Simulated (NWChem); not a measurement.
## Correlation energy of C2H4F

```xyz
7

C     -1.1510     0.1709    -0.2978
C      0.3069     0.3776    -0.2069
F      0.9915    -0.5555     0.4627
H     -1.6017     0.9251    -0.9587
H     -1.6495     0.2458     0.6898
H     -1.3832    -0.8289    -0.7001
H      0.7759     1.3668    -0.1667
```
Charge 0, spin multiplicity 2.

The numbers come from NWChem runs, not from measurements. Structure: optimised with UPBE0/def2-SVP, a minimum by its harmonic frequencies.

Basis set: def2-SVP. Each correlation energy counts from its own Hartree-Fock reference.

The correlated methods keep 3 core orbitals frozen. The structure started from a generated list of species. No SCF solution was tested for a lower state. Open-shell Hartree-Fock references start from PBE0 orbitals. No row is a measurement; the coupled-cluster row has its own basis-set and correlation limits.

Problem. Order these methods by the correlation energy they give, lowest first: UMP2, SCS-UMP2, CCSD on ROHF, CCSD[T] on ROHF, CCSD(T) on ROHF.

Solution. CCSD[T] on ROHF (-491.7 mHa), CCSD(T) on ROHF (-490.7 mHa), CCSD on ROHF (-480.0 mHa), UMP2 (-442.6 mHa), SCS-UMP2 (-437.1 mHa)
